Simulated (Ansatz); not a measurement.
Ansatz (a quantum-chemistry and plane-wave program) input for B(H)(Me)(NHMe) (C2H8BN), SMILES N(C)BC, PBE/def2-SVPD. Geometry: B3LYP-D3(BJ)/def2-SVP. A frequency run showed that this geometry is not a minimum. This is a generated structure with no PubChem entry under its InChIKey; it may be hypothetical. One conformer was computed; it need not be the lowest.

Ansatz 0.2 input:
```yaml
crystal:
  periodic: [false, false, false]
  atoms:
    - {symbol: B, position_ang: [-0.58045438, -0.08969002, 0.84396645]}
    - {symbol: H, position_ang: [-1.53996760, -0.38537204, 1.52458994]}
    - {symbol: C, position_ang: [0.69453386, 0.61669950, 1.46421267]}
    - {symbol: H, position_ang: [1.60617221, 0.01011983, 1.31462385]}
    - {symbol: H, position_ang: [0.59309524, 0.79697716, 2.54468654]}
    - {symbol: H, position_ang: [0.89149421, 1.59206714, 0.98339487]}
    - {symbol: N, position_ang: [-0.67776096, -0.41327722, -0.51315728]}
    - {symbol: C, position_ang: [0.29348980, -0.18889332, -1.56503039]}
    - {symbol: H, position_ang: [-1.52756875, -0.86559403, -0.83469894]}
    - {symbol: H, position_ang: [-0.10922360, 0.45615120, -2.36640146]}
    - {symbol: H, position_ang: [0.61968403, -1.13493947, -2.03314064]}
    - {symbol: H, position_ang: [1.18477085, 0.30514364, -1.15587902]}
basis:
  gaussian:
    orbitals: def2-SVPD
hamiltonian:
  xc: {name: PBE}
```

Program output:

```
WARN ansatz: RAYON_NUM_THREADS=1 ignored (pool sized by the plan → 1); use --threads N
Functional definition: PBE
integrals: 0.06 GiB planned
1184 factors; their error is unknown
mean field: 0.49 GiB planned
mean field evaluation 1: about -4350.3196 eV, gradient 7.2e1 eV
mean field evaluation 2: about -4325.3592 eV, gradient 1.2e2 eV
mean field evaluation 4: about -4362.6550 eV, gradient 1.0e1 eV
mean field evaluation 8: about -4362.8873 eV, gradient 3.6e-1 eV
mean field evaluation 16: about -4362.8338 eV, gradient 9.4e-5 eV
mean field -4362.83383655 eV, -160.3311862582 hartree, gradient 2.2e-5 eV, S^2 0.000000; 0 other end points of the search recorded, 0 dependent functions left out
reference -4362.83387961 eV, -160.3311878405 hartree; 16, 16 occupied and 128, 128 virtual orbitals, 1184 factors
Total energy: -4362.83387961 eV, -160.3311878405 hartree
```

Self-consistency was reached.

Cost: very roughly 2.9 core-seconds.
